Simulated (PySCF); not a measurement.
SMILES BCC[SiH3], GFN2-xTB optimised geometry. Atoms within 1.6 Å of the plane z = 1.5 Å (x, y, z in Å): B1 (1.65, -0.25, 1.31), C2 (0.94, -0.74, 0.00), C3 (-0.60, -0.74, 0.00), Si4 (-1.33, 1.01, 0.00), H5 (2.79, 0.00, 1.28), H6 (1.07, -0.20, 2.32), H9 (-0.95, -1.29, 0.87), H11 (-2.79, 0.92, 0.05), H13 (-0.84, 1.77, 1.15).

Computed with CAM-B3LYP/def2-TZVP run with PySCF 2.14.0. Cells within 0.4 Å of a nucleus heavier than hydrogen are left out (blank, or x).

Map of the Laplacian of the electron density (e/bohr⁵) on the plane z = 1.5 Å:

```
|55555555555555555555555555555|
|55555555555555555555555555555|
|55555555555555555555555555555|
|55555555555555555555555555555|
|55555555555555555555555555555|
|55555555555555555555555555555|
|55555555555665555555555555555|
|55555555566666655555555555555|
|55555555666666655555555555555|
|55555555666666665555555555555|
|55555556666666665555555555555|
|55555556666666666666666655555|
|55555556666666666666666665555|
|55555555666666666666556665555|
|555555555666666665xx320665555|
|555555555666666665xx545665555|
|55555555566666666679666665555|
|55555555566666666666666655555|
|55555555566666666666666555555|
|55555555556666666666555555555|
|55555555555665555555555555555|
|55555555555555555555555555555|
|55555555555555555555555555555|
|55555555555555555555555555555|
|55555555555555555555555555555|
|55555555555555555555555555555|
|55555555555555555555555555555|
|55555555555555555555555555555|
|55555555555555555555555555555|
```
Scale: ten equal steps from -0.947 (start of '0') to 0.644 (end of '9'), in the order '0123456789'; x runs from -5.00 to 5.00, y from -5.00 (bottom) to 5.00 (top).
